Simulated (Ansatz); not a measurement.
F$_{2}$La (SMILES [F][La][F]), doublet, geometry from GFN2-xTB (such geometries of metal compounds can be far from the true shape) (the multiplicity is a formal guess) (core potentials on La). Base run: PBE0/def2-TZVP run with Ansatz (a first-principles code).

Geometry (Å):
```xyz
3

La     0.3512     0.2388     0.0748
F     -1.5863     0.2836    -1.3307
F     -0.6379    -1.7962     0.8569
```
Charge 0, spin multiplicity 2.
Orbitals are unrestricted.
All else is at Ansatz's defaults.

Each row names what was changed in the base input (with any setting that the change needs).

| change | basis functions | E (Eh) |
|---|---|---|
| base | 102 | -231.24294 |
| basis = jorge-DZP-DKH; relativity = spin-free X2C; nucleus = Gaussian | 83 | -8689.06935 |
| basis = x2c-TZVPall; relativity = spin-free X2C; nucleus = Gaussian | 143 | -8692.06076 |
| basis = x2c-SVPall; relativity = spin-free X2C; nucleus = Gaussian | 94 | -8691.53965 |
| basis = jorge-DZP-DKH; relativity = spin-free X2C | 83 | -8689.37495 |
| basis = x2c-SVPall; relativity = none | 94 | -8103.17775 |
| basis = jorge-DZP-DKH; relativity = none | 83 | -8331.07275 |
| basis = x2c-TZVPall; relativity = none | 143 | -8305.62483 |
| basis = x2c-SVPall; relativity = spin-free X2C | 94 | -8691.84593 |
| basis = x2c-TZVPall; relativity = spin-free X2C | 143 | -8692.39133 |

Totals shift with the method and basis; they matter in differences.

Ansatz warned in this series: the basis is contracted for relativity, which the run leaves out.

Basis sets contracted for a relativistic Hamiltonian are a mismatch without it, so the rows without relativity aren't non-relativistic limits. No row has spin-orbit coupling; sets with core potentials leave out the core electrons.
